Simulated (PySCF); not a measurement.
Si(H)(OH)(NH2)2 (H₆N₂OSi), SMILES N[SiH](N)O.

Coordinates come from a r2SCAN-D4/def2-SVP optimisation. Other conformers were not sampled.

Level of theory: TDDFT-PBE0/def2-SVPD (PySCF 2.14.0).

Vertical excitations. Isolated molecule, no solvent.

| state | energy (eV) | λ (nm) | f | main pairs |
|---|---|---|---|---|
| S1 | 6.55 | 189 | 0.030 | HOMO→LUMO 94 % |
| S2 | 7.00 | 177 | 0.079 | HOMO−1→LUMO 73 %, HOMO→LUMO+2 14 % |
| S3 | 7.41 | 167 | 0.011 | HOMO→LUMO+2 52 %, HOMO→LUMO+1 32 % |
| S4 | 7.48 | 166 | 0.027 | HOMO→LUMO+1 42 %, HOMO→LUMO+2 23 %, HOMO−1→LUMO 20 %, HOMO−1→LUMO+2 10 % |
| S5 | 7.83 | 158 | 0.021 | HOMO−2→LUMO 85 % |
| S6 | 7.99 | 155 | 0.033 | HOMO−1→LUMO+1 50 %, HOMO−1→LUMO+2 29 %, HOMO→LUMO+1 8 % |
| S7 | 8.00 | 155 | 0.034 | HOMO−1→LUMO+2 49 %, HOMO−1→LUMO+1 31 %, HOMO→LUMO+1 8 % |
| S8 | 8.12 | 153 | 0.006 | HOMO→LUMO+3 87 % |
| S9 | 8.49 | 146 | 0.006 | HOMO−1→LUMO+3 66 %, HOMO→LUMO+6 20 % |
| S10 | 8.65 | 143 | 0.013 | HOMO−2→LUMO+1 63 %, HOMO→LUMO+4 10 % |
| T1 | 6.27 | 198 | 0 | HOMO→LUMO 83 % |
| T2 | 6.60 | 188 | 0 | HOMO−1→LUMO 54 %, HOMO→LUMO+2 28 % |
| T3 | 7.13 | 174 | 0 | HOMO→LUMO+1 69 %, HOMO→LUMO+2 16 % |
| T4 | 7.34 | 169 | 0 | HOMO→LUMO+2 45 %, HOMO−1→LUMO 39 %, HOMO→LUMO+1 10 % |
Triplets are in the Tamm–Dancoff approximation, which puts them higher than full response would, so one can lie above its singlet here.
